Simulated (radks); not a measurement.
Task: The mean radii <r> (bohr) of the occupied orbitals of an atom or ion are listed with their occupations. All-electron calculation, scalar-relativistic Kohn-Sham, SCAN, spin-polarised, spherical densities, finite nucleus; meta-GGA in the generalised Kohn-Sham scheme; Fermi nuclear charge, rms radius of each element as measured or else 0.836 A^(1/3) + 0.57 fm. Program: a radial shooting solver on a logarithmic mesh with Libxc functionals.

| orbital | occ. | <r> |
|---|---|---|
| 1s down | 1 | 0.06357 |
| 1s up | 1 | 0.06357 |
| 2s up | 1 | 0.2927 |
| 2s down | 1 | 0.2920 |
| 2p up | 3 | 0.2600 |
| 2p down | 3 | 0.2592 |
| 3s up | 1 | 0.8966 |
| 3s down | 1 | 0.9009 |
| 3p up | 3 | 0.9543 |
| 3p down | 3 | 0.9601 |
| 3d up | 4 | 1.203 |

Name the element and its charge. Open shells, if any, are filled with parallel spins first.

Result: Z = 24, chromium, charge +2: Cr2+ in [Ar] 3d4. The 1s radius gives Z: for a bare nucleus <r> = (2 gamma + 1)/(2Z) with gamma = sqrt(1 - (Z/c)^2), 0.06186 bohr for Z = 24, and screening makes it slightly larger (0.06357 here). The occupations add up to 22, and the charge is Z minus that.
